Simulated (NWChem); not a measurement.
Species: C₃H₃NO₂; SMILES N=c1occo1

Results from NWChem. Geometry: optimised at PBE0/def2-SVP. Ions are spin-unrestricted doublets at the neutral geometry; other ion states weren't tried. Functional: LC-ωPBE (HJS hole) with def2-SVP; rows give the range parameter ω in 1/bohr.

For range parameter (1/bohr) 0.35:

```
Property                               Result
-------------------------------------  ------
vertical ionisation energy, ΔSCF (eV)    9.05
−ε(HOMO) (eV)                            8.95
```

### Question
Estimate the same quantities for range parameter (1/bohr) 0.15.

### Answer
The vertical ionisation energy, ΔSCF (eV) is 8.73 and the −ε(HOMO) (eV) comes out as 7.37.
